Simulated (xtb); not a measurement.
xtb job for Se(NH2)(SiH3) (H5NSeSi), SMILES N[Se][SiH3], GFN2-xTB. 

```
$ xtb mol.xyz --gfn 2 --sp --chrg 0 --uhf 0 --json
$ cat mol.xyz
8

Se     0.36040180    -0.15584362     0.56425659
N      0.39199703    -1.61274138    -0.62488330
H     -0.00755019    -2.42036247    -0.15209098
H      1.36347997    -1.84157750    -0.82285019
Si    -0.91967719     1.17960687    -0.77169893
H     -1.00195349     2.43144495    -0.02829396
H     -2.23086794     0.56327007    -0.94859378
H     -0.24526797     1.34060152    -2.05492722
```

Program output:

```
[banner left out]
          |                Calculation Setup                |
           -------------------------------------------------



           -------------------------------------------------
          |                 G F N 2 - x T B                 |
           -------------------------------------------------

        Reference                      10.1021/acs.jctc.8b01176
      * Hamiltonian:
        H0-scaling (s, p, d)           1.850000    2.230000    2.230000
        zeta-weighting                 0.500000
      * Dispersion:
        s8                             2.700000
        a1                             0.520000
        a2                             5.000000
        s9                             5.000000
      * Repulsion:
        kExp                           1.500000    1.000000
        rExp                           1.000000
      * Coulomb:
        alpha                          2.000000
        third order                    shell-resolved
        anisotropic                    true
        a3                             3.000000
        a5                             4.000000
        cn-shift                       1.200000
        cn-exp                         4.000000
        max-rad                        5.000000


          ...................................................
          :                      SETUP                      :
          :.................................................:
          :  # basis functions                  29          :
          :  # atomic orbitals                  27          :
          :  # shells                           13          :
          :  # electrons                        20          :
          :  max. iterations                   250          :
          :  Hamiltonian                  GFN2-xTB          :
          :  restarted?                      false          :
          :  GBSA solvation                  false          :
          :  PC potential                    false          :
          :  electronic temp.          300.0000000     K    :
          :  accuracy                    1.0000000          :
          :  -> integral cutoff          0.2500000E+02      :
          :  -> integral neglect         0.1000000E-07      :
          :  -> SCF convergence          0.1000000E-05 Eh   :
          :  -> wf. convergence          0.1000000E-03 e    :
          :  Broyden damping             0.4000000          :
          :  net charge                          0          :
          :  unpaired electrons                  0          :
          ...................................................

 iter      E             dE          RMSdq      gap      omega  full diag
   1    -10.3201793 -0.103202E+02  0.802E+00    4.02       0.0  T
   2    -10.4478769 -0.127698E+00  0.379E+00    3.51       1.0  T
   3    -10.4517655 -0.388861E-02  0.252E+00    3.69       1.0  T
   4    -10.4518741 -0.108601E-03  0.109E+00    3.62       1.0  T
   5    -10.4526197 -0.745581E-03  0.724E-01    3.65       1.0  T
   6    -10.4526898 -0.701188E-04  0.150E-01    3.63       1.0  T
   7    -10.4527160 -0.261324E-04  0.443E-02    3.62       1.0  T
   8    -10.4527186 -0.268577E-05  0.182E-02    3.63       1.9  T
   9    -10.4527187 -0.227825E-07  0.117E-02    3.63       3.0  T
  10    -10.4527187 -0.702118E-07  0.324E-03    3.63      10.9  T
  11    -10.4527187 -0.599307E-08  0.871E-04    3.63      40.6  T
  12    -10.4527187 -0.557012E-10  0.477E-04    3.63      74.2  T

   *** convergence criteria satisfied after 12 iterations ***

         #    Occupation            Energy/Eh            Energy/eV
      -------------------------------------------------------------
         1        2.0000           -0.7642777             -20.7971
       ...           ...                  ...                  ...
         4        2.0000           -0.5223209             -14.2131
         5        2.0000           -0.4877930             -13.2735
         6        2.0000           -0.4460846             -12.1386
         7        2.0000           -0.4456493             -12.1267
         8        2.0000           -0.4387924             -11.9401
         9        2.0000           -0.3838070             -10.4439
        10        2.0000           -0.3660826              -9.9616 (HOMO)
        11                         -0.2328267              -6.3355 (LUMO)
        12                         -0.2018502              -5.4926
        13                         -0.1937445              -5.2721
        14                         -0.1814361              -4.9371
        15                         -0.0901873              -2.4541
       ...                                ...                  ...
        27                          1.0230784              27.8394
      -------------------------------------------------------------
                  HL-Gap            0.1332559 Eh            3.6261 eV
             Fermi-level           -0.2994546 Eh           -8.1486 eV

 SCC (total)                   0 d,  0 h,  0 min,  0.011 sec
 SCC setup                      ...        0 min,  0.000 sec (  1.700%)
 Dispersion                     ...        0 min,  0.000 sec (  0.593%)
 classical contributions        ...        0 min,  0.000 sec (  0.324%)
 integral evaluation            ...        0 min,  0.002 sec ( 15.212%)
 iterations                     ...        0 min,  0.006 sec ( 55.087%)
 molecular gradient             ...        0 min,  0.003 sec ( 24.323%)
 printout                       ...        0 min,  0.000 sec (  2.583%)

         :::::::::::::::::::::::::::::::::::::::::::::::::::::
         ::                     SUMMARY                     ::
         :::::::::::::::::::::::::::::::::::::::::::::::::::::
         :: total energy             -10.380645262123 Eh    ::
         :: gradient norm              0.000210478851 Eh/a0 ::
         :: HOMO-LUMO gap              3.626077440956 eV    ::
         ::.................................................::
         :: SCC energy               -10.452717120656 Eh    ::
         :: -> isotropic ES            0.025319866674 Eh    ::
         :: -> anisotropic ES         -0.000710352772 Eh    ::
         :: -> anisotropic XC          0.005905559453 Eh    ::
         :: -> dispersion             -0.004481256987 Eh    ::
         :: repulsion energy           0.072071858533 Eh    ::
         :: add. restraining           0.000000000000 Eh    ::
         :: total charge              -0.000000000000 e     ::
         :::::::::::::::::::::::::::::::::::::::::::::::::::::

           -------------------------------------------------
          |                Property Printout                |
           -------------------------------------------------

    * Orbital Energies and Occupations

         #    Occupation            Energy/Eh            Energy/eV
      -------------------------------------------------------------
         1        2.0000           -0.7642777             -20.7971
         2        2.0000           -0.6952523             -18.9188
         3        2.0000           -0.6024764             -16.3942
         4        2.0000           -0.5223209             -14.2131
         5        2.0000           -0.4877930             -13.2735
         6        2.0000           -0.4460846             -12.1386
         7        2.0000           -0.4456493             -12.1267
         8        2.0000           -0.4387924             -11.9401
         9        2.0000           -0.3838070             -10.4439
        10        2.0000           -0.3660826              -9.9616 (HOMO)
        11                         -0.2328267              -6.3355 (LUMO)
        12                         -0.2018502              -5.4926
Note: The following floating-point exceptions are signalling: IEEE_UNDERFLOW_FLAG IEEE_DENORMAL
normal termination of xtb
        13                         -0.1937445              -5.2721
        14                         -0.1814361              -4.9371
        15                         -0.0901873              -2.4541
        16                         -0.0717534              -1.9525
        17                         -0.0711504              -1.9361
        18                          0.0633658               1.7243
        19                          0.0759123               2.0657
        20                          0.0913969               2.4870
        21                          0.1807150               4.9175
       ...                                ...                  ...
        27                          1.0230784              27.8394
      -------------------------------------------------------------
                  HL-Gap            0.1332559 Eh            3.6261 eV
             Fermi-level           -0.2994546 Eh           -8.1486 eV

     #   Z          covCN         q      C6AA      α(0)
     1  34 Se       1.779    -0.311   246.319    27.349
     2   7 N        2.622    -0.302    27.782     7.828
     3   1 H        0.862     0.167     1.293     1.781
     4   1 H        0.862     0.167     1.290     1.779
     5  14 Si       3.632     0.479    98.204    19.010
     6   1 H        0.920    -0.080     4.910     3.465
     7   1 H        0.919    -0.060     4.356     3.264
     8   1 H        0.920    -0.060     4.334     3.256

 Mol. C6AA /au·bohr⁶  :       1548.138428
 Mol. C8AA /au·bohr⁸  :      72881.749759
 Mol. α(0) /au        :         67.733184


Wiberg/Mayer (AO) data.
largest (>0.10) Wiberg bond orders for each atom

 ---------------------------------------------------------------------------
     #   Z sym  total        # sym  WBO       # sym  WBO       # sym  WBO
 ---------------------------------------------------------------------------
     1  34 Se   2.382 --     2 N    1.244     5 Si   0.967
     2   7 N    3.160 --     1 Se   1.244     3 H    0.951     4 H    0.950
     3   1 H    0.972 --     2 N    0.951
     4   1 H    0.972 --     2 N    0.950
     5  14 Si   3.635 --     1 Se   0.967     8 H    0.885     7 H    0.885
                             6 H    0.882
     6   1 H    0.994 --     5 Si   0.882
     7   1 H    0.996 --     5 Si   0.885
     8   1 H    0.996 --     5 Si   0.885
 ---------------------------------------------------------------------------

Topologies differ in total number of bonds
Writing topology from bond orders to xtbtopo.mol

molecular dipole:
                 x           y           z       tot (Debye)
 q only:       -0.407       0.154      -0.638
   full:       -0.189      -0.152      -0.462       1.326
molecular quadrupole (traceless):
                xx          xy          yy          xz          yz          zz
 q only:       -0.371      -2.346       2.698       0.019      -1.055      -2.328
  q+dip:        0.209      -1.693       3.207      -1.466      -0.779      -3.415
   full:       -0.464      -2.806       4.483      -1.098      -0.768      -4.019


           -------------------------------------------------
          | TOTAL ENERGY              -10.380645262123 Eh   |
          | GRADIENT NORM               0.000210478851 Eh/α |
          | HOMO-LUMO GAP               3.626077440956 eV   |
           -------------------------------------------------

------------------------------------------------------------------------
------------------------------------------------------------------------
 total:
 SCF:
```

The run converged.

Cost: about 0.08 core-seconds (a rough figure).
